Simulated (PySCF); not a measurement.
# Removing an electron from `C=CCC1=[O+][BH2-]OC=C1`

Species: C6H9BO2.
SMILES with atom numbers: `[CH2:1]=[CH:2][CH2:3][C:4]1=[O+:5][BH2-:6][O:7][CH:8]=[CH:9]1` (hydrogens: H10, H11 on C1; H12 on C2; H13, H14 on C3; H15, H16 on B6; H17 on C8; H18 on C9)

Structure used (PBE0-D3(BJ)/def2-SVP), in Å, numbered top down from 1:
```
atom  x, y, z in Å
C1     3.0416    0.6561    0.5872
C2     2.1751   -0.0479   -0.1411
C3     1.0611   -0.8725    0.4213
C4    -0.3167   -0.4145    0.0340
O5    -1.2213   -1.3101    0.0382
B6    -2.5996   -0.9928   -0.5471
O7    -2.9149    0.4499   -0.1501
C8    -1.9613    1.2874   -0.1503
C9    -0.6168    0.9341   -0.2095
H10    3.8432    1.2325    0.1187
H11    2.9872    0.6748    1.6807
H12    2.2619   -0.0410   -1.2344
H13    1.1007   -0.8757    1.5250
H14    1.1427   -1.9253    0.1057
H15   -3.4179   -1.7307   -0.0453
H16   -2.5015   -1.0272   -1.7675
H17   -2.2572    2.3413   -0.0343
H18    0.1651    1.6907   -0.1898
```

Level: PBE0/def2-SVPD (PySCF). Frontier orbitals with their largest atomic shares (Löwdin; up to four atoms above 4 %):

| orbital | ε (eV) | main atoms |
| --- | --- | --- |
| HOMO−3 | -9.13 | O7 28 %, O5 27 %, C8 8 %, C9 8 % |
| HOMO−2 | -8.62 | B6 22 %, C9 19 %, H15 14 %, C4 9 % |
| HOMO−1 | -8.18 | C1 36 %, C2 34 %, C3 7 % |
| HOMO | -7.06 | ? |
| LUMO | -2.26 | C8 25 %, C4 24 %, O7 15 %, O5 13 % |
| LUMO+1 | -0.38 | C1 35 %, C2 34 %, H11 6 %, H10 6 % |
| LUMO+2 | 0.51 | C1 14 %, B6 11 %, C9 10 %, C3 9 % |

Question: What vertical ionisation energy does ΔSCF give, and how far is −ε(HOMO) from it?

Answer: ΔSCF: 8.95 eV (864 kJ/mol; threshold wavelength 139 nm); ⟨S²⟩ of the doublet left behind is 0.770, against 0.75 for a pure doublet. −ε(HOMO) is 7.06 eV, 1.89 eV below it. In exact Kohn–Sham theory the two would be equal; PBE0 (global hybrid, 25 % exact exchange) falls short of its own ΔSCF value by 21 %.

Question: On which atoms does the HOMO lie?

Answer: C9 (alkene CH carbon) 18 %, O7 (boron-bound oxygen) 16 %, B6 (four-coordinate boron) 16 %, O5 (oxygen bonded to B and C) 15 %, so no atom holds as much as 40 %. The HOMO−1 lies 1.12 eV lower.

Question: And the vertical electron affinity, the fundamental gap, Mulliken's electronegativity and the hardness (with the factor ½)?

Answer: EA = 0.52 eV by ΔSCF (−ε(LUMO) = 2.26 eV). IE − EA = 8.43 eV against an orbital gap of 4.80 eV; (IE + EA)/2 = 4.73 eV; (IE − EA)/2 = 4.21 eV.

Question: What kinetic energy would electrons from this vertical process carry with 118.2 nm light (10.49 eV)?

Answer: 10.49 − 8.95 = 1.54 eV.

Question: With α = 94.8 au, estimate the like-pair dispersion coefficient by London's formula C6 = (3/4)α²I.

Answer: I = 0.3289 Eh, so C6 ≈ 2220 au, a rough estimate.

Isolated species at its PBE0-D3(BJ)/def2-SVP geometry (one conformer only).
